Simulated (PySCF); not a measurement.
Species: TiF3 (doublet state).
SMILES: `[F][Ti]([F])[F]`

Theory: PBE0-D3(BJ)/def2-SVP geometry optimisation, gas phase (PySCF).

Masses are those of the commonest isotopes; rigid-rotor values at the optimised geometry. 

(1) Give the principal moments of inertia and the rotational constants in cm⁻¹.

(2) Classify the top.

(3) What does the inertial defect say?

Answers

(1) Ia = 87.35, Ib = 88.00, Ic = 175.35 u·Å²; 505379 MHz·u·Å²/I gives 5785, 5743 and 2882 MHz, that is A = 0.19298, B = 0.19157, C = 0.09614 cm⁻¹.

(2) An oblate symmetric top, as the point group D3h requires two equal moments; the computed ones differ by 0.73 % because the geometry is symmetric only within the optimiser's tolerance; Ray's κ = 0.971.

(3) Planar: Δ = Ic − Ia − Ib = 0.00 u·Å². For a rigid frame Δ = −2 Σ m c², so it vanishes when all atoms lie in the ab plane; here none is more than 0.01 Å from it.

The point group D3h allows no dipole (computed: 0.02 D), so a rigid rotor has no electric-dipole lines.

Q: Estimate the classical rotational partition function at 10 K, 50 K and 298.15 K.

A: Point group D3h, symmetry number σ = 6; q = (√π/σ)·√((kT/h)³/(ABC)), k/h = 20836.6 MHz/K: 90.8 at 10 K, 1020 at 50 K, 14800 at 298.15 K.

For this open shell read J as N, the rotation without spin; fine and hyperfine splittings come on top. Stationary, but not proved a minimum. ⟨S²⟩ = 0.753 (exact for a doublet: 0.75). Constants of a rigid frame at the computed geometry: no zero-point averaging, no centrifugal distortion.

Hardware: one thread, x86-64 server, shared host. Cost: 9.4 s of wall time. That covers the optimisation of the geometry.

For an open-shell metal species like this, the optimisation's SCF solution wasn't tested for stability and no frequencies at its level were run, so a lower state or another shape may exist.
